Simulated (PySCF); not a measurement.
**Ionisation energy of S⁺ by level of theory**

S⁺ [Ne] 3s2 3p3 (4S) → S²⁺ [Ne] 3s2 3p2 (3P), as a difference of total energies. Computed with PySCF 2.14 in x2c-QZVPPall with one added diffuse shell each of s, p, d, f type (10s7p5d3f1g, 86 functions), with scalar relativity by spin-free X2C-1e. Correlated levels: valence and next inner shell: 1s2 frozen. The calculations carry no spin-orbit coupling.

```csv
method,ionisation energy (eV)
UHF,22.711
MP2 (valence and next inner shell),23.390
SCS-MP2 (valence and next inner shell),23.197
CCSD (valence and next inner shell),23.303
CCSD(T) (valence and next inner shell),23.348
```

Task: How much does correlation contribute at CCSD(T) (valence and next inner shell)?

Result: 23.348 − (22.711) = 0.637 eV, measured against UHF.

The reference lies between the lowest fine-structure levels, while these numbers refer to the centres of the terms.

Errors of the correlated levels include the incompleteness of this basis and the frozen core.

For comparison: 23.338 eV (measured; NIST Atomic Spectra Database, ionization energies).
